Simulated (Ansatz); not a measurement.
Total energies of Ge19AsH36⁻ from Ansatz at r2SCAN-D4/def2-TZVP, gas phase (1 Eh = 27.2114 eV = 2625.5 kJ/mol). The reference geometry is relaxed at PBE-D4/def2-SVP.

```xyz
56

Ge   -1.662    1.698   -3.879
Ge    2.009    3.280   -3.264
As   -0.580    3.131   -0.218
Ge   -4.226    0.598   -0.934
Ge   -1.128   -2.217   -1.415
Ge   -4.251   -2.377    1.310
Ge    3.407    3.528    0.524
Ge    1.390   -0.234   -0.344
Ge    3.860    0.594    2.861
Ge   -0.106   -0.490    1.549
Ge   -0.939   -4.694    1.792
Ge    2.629   -3.295    2.311
Ge   -3.984    1.690   -3.114
Ge    3.393    4.550   -1.702
Ge   -0.362    3.375   -2.665
Ge   -3.551   -1.767   -0.971
Ge   -3.375   -4.564    1.971
Ge    3.363    1.074    0.502
Ge    4.195   -1.768    3.405
Ge    0.262   -2.700    2.545
H    -1.566    2.094   -5.388
H    -1.005    0.304   -3.702
H     2.186    3.846   -4.709
H     2.512    1.809   -3.288
H    -2.040    3.625   -0.262
H    -0.063    4.570    0.002
H    -5.712    0.850   -0.502
H    -3.364    1.443    0.058
H    -1.283   -1.818   -2.963
H    -1.428   -3.778   -1.646
H    -5.800   -2.419    1.538
H    -3.701   -1.389    2.389
H     2.207    4.097    1.339
H     4.698    4.030    1.251
H     0.822    0.516   -1.577
H     2.069   -1.558   -0.784
H     2.705    1.134    3.754
H     5.147    1.360    3.308
H    -1.589   -0.188    1.230
H     0.342    0.521    2.668
H    -0.495   -5.054    0.351
H    -0.428   -5.842    2.728
H     3.011   -3.385    0.804
H     2.868   -4.719    2.910
H    -4.465    3.178   -3.116
H    -4.846    0.962   -4.194
H     2.877    6.023   -1.648
H     4.856    4.616   -2.242
H    -0.863    4.799   -3.078
H    -4.715   -2.396   -1.833
H    -3.984   -5.706    1.097
H    -3.741   -4.921    3.450
H     4.676    0.685   -0.265
H     5.657   -2.163    3.019
H     4.090   -1.964    4.951
H     0.022   -2.572    4.089
```

```csv
state,geometry,energy (Eh)
charge -1 singlet,reference,-41720.81000
charge 0 doublet,reference,-41720.67124
charge -1 triplet,relaxed at PBE-D4/def2-SVP,-41720.74367
```

Single mean-field runs in def2-TZVP are fitted with def2-universal-jkfit.

**Question.** Work out the vertical ionisation energy to the doublet.

**Answer.** E(charge 0 doublet) − E(charge -1 singlet) = -41720.67124 − (-41720.81000) = 0.13876 Eh = 3.78 eV. For comparison, −ε of the highest occupied level is 2.07 eV at this level, 1.71 eV less.

**Question.** Which of the charge -1 states is lowest, and how far above it are the others?

**Answer.** The singlet. triplet: -41720.74367 − (-41720.81000) = 0.06633 Eh = 174.1 kJ/mol.
